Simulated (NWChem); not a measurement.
The numbers come from NWChem runs, not from measurements. System: BClF2, charge 0, spin multiplicity 1, at a geometry optimised with PBE0/def2-SVP. The structure started from a generated list of species. Level: PBE0/3-21G.

Job file:

```
start mol
memory heap 200 mb stack 900 mb global 1100 mb
geometry units angstroms nocenter noautoz
  B      0.000000     0.000000     0.441917
  F     -1.129486     0.000000     1.105867
  F      1.129486     0.000000     1.105867
  Cl     0.000000     0.000000    -1.300894
  symmetry group C2v
end
basis spherical
  * library 3-21g
end
dft
  xc pbe0
  semidirect memsize 60000000 filesize 0
  iterations 100
end
task dft energy
```

NWChem printed:

```
             Northwest Computational Chemistry Package (NWChem) 7.3.0
             --------------------------------------------------------

                                NWChem Input Module
                                -------------------

 Scaling coordinates for geometry "geometry" by  1.889725989
 (inverse scale =  0.529177249)

 Turning off AUTOSYM since
 SYMMETRY directive was detected!

                             Geometry "geometry" -> ""
                             -------------------------

 Output coordinates in angstroms (scale by  1.889725989 to convert to a.u.)

  No.       Tag          Charge          X              Y              Z
 ---- ---------------- ---------- -------------- -------------- --------------
    1 B                    5.0000     0.00000000     0.00000000     0.44191700
    2 F                    9.0000    -1.12948600     0.00000000     1.10586700
    3 F                    9.0000     1.12948600     0.00000000     1.10586700
    4 Cl                  17.0000     0.00000000     0.00000000    -1.30089400

 Effective nuclear repulsion energy (a.u.)     142.0413420226

            Nuclear Dipole moment (a.u.)
            ----------------------------
        X                 Y               Z
 ---------------- ---------------- ----------------
     0.0000000000     0.0000000000    -0.0000132281

      Symmetry information
      --------------------

 Group name             C2v
 Group number             16
 Group order               4
 No. of unique centers     3

      Symmetry unique atoms

     1    2    4


 Summary of "ao basis" -> "" (spherical)
 ------------------------------------------------------------------------------
       Tag                 Description            Shells   Functions and Types
 ---------------- ------------------------------  ------  ---------------------
 *                           3-21g                    on all atoms

                                 NWChem DFT Module
                                 -----------------

 Summary of "ao basis" -> "ao basis" (spherical)
 ------------------------------------------------------------------------------
       Tag                 Description            Shells   Functions and Types
 ---------------- ------------------------------  ------  ---------------------
 B                           3-21g                   5        9   3s2p
 F                           3-21g                   5        9   3s2p
 Cl                          3-21g                   7       13   4s3p

 Summary of "ao basis" -> "ao basis" (spherical)
 ------------------------------------------------------------------------------
       Tag                 Description            Shells   Functions and Types
 ---------------- ------------------------------  ------  ---------------------
 B                           3-21g                   5        9   3s2p
 F                           3-21g                   5        9   3s2p
 Cl                          3-21g                   7       13   4s3p

      Symmetry analysis of basis
      --------------------------

        a1         19
        a2          2
        b1         12
        b2          7

            General Information
            -------------------
          SCF calculation type: DFT
          Wavefunction type:  closed shell.
          No. of atoms     :     4
          No. of electrons :    40
           Alpha electrons :    20
            Beta electrons :    20
          Charge           :     0
          Spin multiplicity:     1
          Use of symmetry is: on ; symmetry adaption is: on
          Maximum number of iterations: 100
          AO basis - number of functions:    40
                     number of shells:    22
          Convergence on energy requested:  1.00D-06
          Convergence on density requested:  1.00D-05
          Convergence on gradient requested:  5.00D-04

              XC Information
              --------------
                         PBE0 Method XC Functional
                     Hartree-Fock (Exact) Exchange  0.250
          PerdewBurkeErnzerhof Exchange Functional  0.750
            Perdew 1991 LDA Correlation Functional  1.000 local
           PerdewBurkeErnz. Correlation Functional  1.000 non-local

             Grid Information
             ----------------
          Grid used for XC integration:  medium
          Radial quadrature: Mura-Knowles
          Angular quadrature: Lebedev.
          Tag              B.-S. Rad. Rad. Pts. Rad. Cut. Ang. Pts.
          ---              ---------- --------- --------- ---------
          B                   0.85       49           7.0       434
          F                   0.50       49           7.0       434
          Cl                  1.00       88           7.0       590
          Grid pruning is: on
          Number of quadrature shells:   186
          Spatial weights used:  Erf1

          Convergence Information
          -----------------------
          Convergence aids based upon iterative change in
          total energy or number of iterations.
          Levelshifting, if invoked, occurs when the
          HOMO/LUMO gap drops below (HL_TOL):  1.00D-02
          DIIS, if invoked, will attempt to extrapolate
          using up to (NFOCK): 10 stored Fock matrices.

                    Damping( 0%)  Levelshifting(0.5)       DIIS
                  --------------- ------------------- ---------------
          dE  on:    start            ASAP                start
          dE off:    2 iters        100 iters           100 iters

      Screening Tolerance Information
      -------------------------------
          Density screening/tol_rho:  1.00D-10
          AO Gaussian exp screening on grid/accAOfunc:  14
          CD Gaussian exp screening on grid/accCDfunc:  20
          XC Gaussian exp screening on grid/accXCfunc:  20
          Schwarz screening/accCoul:  1.00D-08

      Superposition of Atomic Density Guess
      -------------------------------------

 Sum of atomic energies:        -679.39517498

      Non-variational initial energy
      ------------------------------

 Total energy =    -680.313715
 1-e energy   =   -1224.799217
 2-e energy   =     402.444160
 HOMO         =      -0.449868
 LUMO         =       0.132769

      Symmetry analysis of molecular orbitals - initial
      -------------------------------------------------

  Numbering of irreducible representations:

     1 a1          2 a2          3 b1          4 b2

  Orbital symmetries:

     1 a1          2 a1          3 b1          4 a1          5 a1
     6 b1          7 b2          8 a1          9 a1         10 b1
    11 a1         12 a1         13 b1         14 a1         15 b2
    16 a2         17 b1         18 a1         19 b2         20 b1
    21 b2         22 a1         23 b1         24 a1         25 b2
    26 a1         27 a1         28 b1         29 b2         30 b1

------------------------------------------------------------
EAF file 0: "./mol.aoints.0" size=524288 bytes
------------------------------------------------------------
               write      read    awrite     aread      wait
               -----      ----    ------     -----      ----
     calls:        1         0         0         0         0
   data(b): 5.24e+05  0.00e+00  0.00e+00  0.00e+00
   time(s): 0.00e+00  0.00e+00  0.00e+00  0.00e+00  0.00e+00
rate(mb/s): 0.00e+00  0.00e+00
------------------------------------------------------------

   convergence    iter        energy       DeltaE   RMS-Dens  Diis-err    time
 ---------------- ----- ----------------- --------- --------- ---------  ------
 d= 0,ls=0.0,diis     1   -680.9736009923 -8.23D+02  3.12D-02  8.59D-01     0.2
 d= 0,ls=0.0,diis     2   -680.9841379534 -1.05D-02  1.38D-02  1.11D+00     0.2
 d= 0,ls=0.0,diis     3   -681.0833283037 -9.92D-02  2.73D-03  2.20D-02     0.2
 d= 0,ls=0.0,diis     4   -681.0845905803 -1.26D-03  1.10D-03  1.80D-03     0.2
 d= 0,ls=0.0,diis     5   -681.0848242751 -2.34D-04  2.57D-04  1.43D-04     0.3
  Resetting Diis
 d= 0,ls=0.0,diis     6   -681.0848439092 -1.96D-05  1.18D-05  2.83D-07     0.3
 d= 0,ls=0.0,diis     7   -681.0848439507 -4.14D-08  2.89D-06  6.12D-09     0.3

         Total DFT energy =     -681.084843950654
      One electron energy =    -1225.108170016806
           Coulomb energy =      454.802587223017
    Exchange-Corr. energy =      -52.820603179441
 Nuclear repulsion energy =      142.041342022577

 Numeric. integr. density =       39.999999248425

     Total iterative time =      0.2s

                  Occupations of the irreducible representations
                  ----------------------------------------------

                     irrep           alpha         beta
                     --------     --------     --------
                     a1               10.0         10.0
                     a2                1.0          1.0
                     b1                6.0          6.0
                     b2                3.0          3.0

                       DFT Final Molecular Orbital Analysis
                       ------------------------------------

 Vector   18  Occ=2.000000D+00  E=-4.343500D-01  Symmetry=a1
              MO Center=  7.1D-14,  4.0D-17, -2.2D-01, r^2= 3.0D+00
   Bfn.  Coefficient  Atom+Function         Bfn.  Coefficient  Atom+Function
  ----- ------------  ---------------      ----- ------------  ---------------
    36      0.447694  4 Cl pz                40      0.347233  4 Cl pz
    18      0.283720  2 F  pz                27      0.283720  3 F  pz
    14      0.266154  2 F  pz                23      0.266154  3 F  pz
    32     -0.206303  4 Cl pz                 5     -0.188051  1 B  pz
     9      0.163974  1 B  pz                33     -0.108654  4 Cl s

 Vector   19  Occ=2.000000D+00  E=-3.778441D-01  Symmetry=b2
              MO Center=  4.4D-16, -3.2D-17, -1.1D+00, r^2= 1.6D+00
   Bfn.  Coefficient  Atom+Function         Bfn.  Coefficient  Atom+Function
  ----- ------------  ---------------      ----- ------------  ---------------
    35      0.592927  4 Cl py                39      0.487787  4 Cl py
    31     -0.275438  4 Cl py                17     -0.124837  2 F  py
    26     -0.124837  3 F  py                13     -0.108876  2 F  py
    22     -0.108876  3 F  py                 4      0.073737  1 B  py

 Vector   20  Occ=2.000000D+00  E=-3.649655D-01  Symmetry=b1
              MO Center=  1.5D-16, -8.9D-17, -1.1D+00, r^2= 1.6D+00
   Bfn.  Coefficient  Atom+Function         Bfn.  Coefficient  Atom+Function
  ----- ------------  ---------------      ----- ------------  ---------------
    34      0.611329  4 Cl px                38      0.473733  4 Cl px
    30     -0.281220  4 Cl px                18     -0.132937  2 F  pz
    27      0.132937  3 F  pz                14     -0.117549  2 F  pz
    23      0.117549  3 F  pz                 7      0.041091  1 B  px
    15      0.040758  2 F  s                 24     -0.040758  3 F  s

 Vector   21  Occ=0.000000D+00  E=-2.076136D-03  Symmetry=b2
              MO Center=  2.8D-16, -2.3D-17,  4.3D-01, r^2= 1.8D+00
   Bfn.  Coefficient  Atom+Function         Bfn.  Coefficient  Atom+Function
  ----- ------------  ---------------      ----- ------------  ---------------
     8      0.597219  1 B  py                 4      0.585241  1 B  py
    17     -0.286211  2 F  py                26     -0.286211  3 F  py
    39     -0.254187  4 Cl py                35     -0.223703  4 Cl py
    13     -0.220933  2 F  py                22     -0.220933  3 F  py
    31      0.096746  4 Cl py

 Vector   22  Occ=0.000000D+00  E= 7.765583D-02  Symmetry=a1
              MO Center=  6.3D-14,  7.0D-16, -7.8D-02, r^2= 2.7D+00
   Bfn.  Coefficient  Atom+Function         Bfn.  Coefficient  Atom+Function
  ----- ------------  ---------------      ----- ------------  ---------------
     6      1.785300  1 B  s                 40     -0.801999  4 Cl pz
    37     -0.731662  4 Cl s                 15     -0.418157  2 F  s
    24     -0.418157  3 F  s                  9     -0.354667  1 B  pz
    36     -0.313173  4 Cl pz                33     -0.244687  4 Cl s
     5     -0.209160  1 B  pz                 1     -0.177209  1 B  s

 Vector   23  Occ=0.000000D+00  E= 2.330997D-01  Symmetry=b1
              MO Center= -1.4D-14,  4.1D-17,  2.8D-01, r^2= 3.1D+00
   Bfn.  Coefficient  Atom+Function         Bfn.  Coefficient  Atom+Function
  ----- ------------  ---------------      ----- ------------  ---------------
     7      1.384603  1 B  px                15      0.697468  2 F  s
    24     -0.697468  3 F  s                 38     -0.332422  4 Cl px
     3      0.320641  1 B  px                34     -0.244791  4 Cl px
    18     -0.226486  2 F  pz                27      0.226486  3 F  pz
    14     -0.140509  2 F  pz                23      0.140509  3 F  pz

 center of mass
 --------------
 x =   0.00000000 y =   0.00000000 z =   0.03136623

 moments of inertia (a.u.)
 ------------------
         384.865819652707           0.000000000000           0.000000000000
           0.000000000000         557.969538813259           0.000000000000
           0.000000000000           0.000000000000         173.103719160552

     Multipole analysis of the density
     ---------------------------------

     L   x y z        total         alpha         beta         nuclear
     -   - - -        -----         -----         ----         -------
     0   0 0 0     -0.000000    -20.000000    -20.000000     40.000000

     1   1 0 0      0.000000      0.000000      0.000000      0.000000
     1   0 1 0      0.000000      0.000000      0.000000      0.000000
     1   0 0 1      0.197422      0.098718      0.098718     -0.000013

     2   2 0 0    -22.086742    -52.045073    -52.045073     82.003404
     2   1 1 0      0.000000      0.000000      0.000000      0.000000
     2   1 0 1      0.000000      0.000000      0.000000      0.000000
     2   0 2 0    -19.268272     -9.634136     -9.634136      0.000000
     2   0 1 1      0.000000      0.000000      0.000000      0.000000
     2   0 0 2    -22.594111   -103.714297   -103.714297    184.834483

 Task  times  cpu:        0.3s     wall:        0.3s

 Total times  cpu:        0.3s     wall:        0.3s
```
